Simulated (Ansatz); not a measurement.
Zn(Br)(OMe) (CH3BrOZn), SMILES C[O][Zn][Br].

Geometry optimised at PBE-D3(BJ)/def2-SVP. The structure was generated by enumeration; whether it is a known compound was not checked. One conformer was computed; it need not be the lowest.

Two levels are set side by side: PBE/def2-SVPD (Ansatz, a first-principles code) and PBE0/def2-SVPD (Ansatz). Energy differences of separate SCF runs at the same geometry; the states with an electron removed or added have multiplicity 2 and 2. Differences are taken from unrounded values.

```tsv
quantity	PBE0
vertical ionisation energy (eV)	9.79
vertical singlet–triplet gap (eV)	4.56
```

Question: What does PBE give, and how far is it from PBE0? (An estimate is asked for; the answer gives what the named calculation found.)

Answer: 
```
quantity                            PBE  PBE minus PBE0
---------------------------------  ----  --------------
vertical ionisation energy (eV)    9.40           -0.39
vertical singlet–triplet gap (eV)  4.09           -0.47
```
